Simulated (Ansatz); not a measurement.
Abridged output of a molecular run in Ansatz:

```
Functional definition: HF
1119 factors; integrals over basis functions are off by at most 1.5e-3 eV
mean field evaluation 1: about -63122.2667 eV, gradient 4.9e1 eV
mean field evaluation 2: about -63122.3478 eV, gradient 4.9e1 eV
mean field evaluation 4: about -63127.3686 eV, gradient 4.5e0 eV
mean field evaluation 8: about -63127.4443 eV, gradient 4.8e-1 eV
mean field -63127.44618958 eV, -2319.8908581472 hartree, gradient 9.3e-6 eV, S^2 0.000000; 0 other end points of the search recorded, 0 dependent functions left out
13 core orbitals not correlated: weight in the atoms' cores, before any rotation towards them, 1.000 or more for the frozen orbitals, at most 0.000 for the correlated occupied ones
reference -63127.44618958 eV, -2319.8908581472 hartree; 20, 20 occupied and 80, 80 virtual orbitals, 1119 factors
second order -24.41235318 eV of doubles, -0.00000000 eV of singles
cycle   1  -24.13824361 eV  change    2.7e-1 eV  update   1.3e-1
cycle   2  -24.83574280 eV  change   -7.0e-1 eV  update   4.1e-2
cycle   3  -25.01899303 eV  change   -1.8e-1 eV  update   2.3e-2
cycle   4  -25.00764887 eV  change    1.1e-2 eV  update   6.0e-3
cycle   5  -25.00209731 eV  change    5.6e-3 eV  update   2.9e-3
cycle   6  -25.00341415 eV  change   -1.3e-3 eV  update   8.8e-4
cycle   7  -25.00298207 eV  change    4.3e-4 eV  update   3.8e-4
cycle   8  -25.00276934 eV  change    2.1e-4 eV  update   1.2e-4
cycle   9  -25.00281685 eV  change   -4.8e-5 eV  update   5.7e-5
cycle  10  -25.00282710 eV  change   -1.0e-5 eV  update   1.9e-5
perturbative correction -0.75061055 eV, -0.0275844290 hartree
Total energy: -63153.19962723 eV, -2320.8372795247 hartree
```

Its atoms:

```xyz
10

N    -0.314   -1.714   -0.578
C    -0.023   -0.402   -0.669
O     0.200    0.157   -1.727
Ge    0.070    0.758    0.965
O     0.479    2.307    0.219
H    -0.494   -2.156    0.305
H    -0.352   -2.269   -1.420
H    -1.280    0.856    1.699
H     1.179    0.322    1.940
H     0.535    2.143   -0.733
```

Task: Which basis set was used?
A. def2-TZVPP
B. def2-SVP
C. def2-SVPD
D. cc-pV(Q+d)Z

Result: B. It gives 113 functions.

Task: Write the keys of the input that set method, charge and spin (a neutral closed shell needs none for the last two).

Result: 
```yaml
correlation: {method: ccsd_t}
```
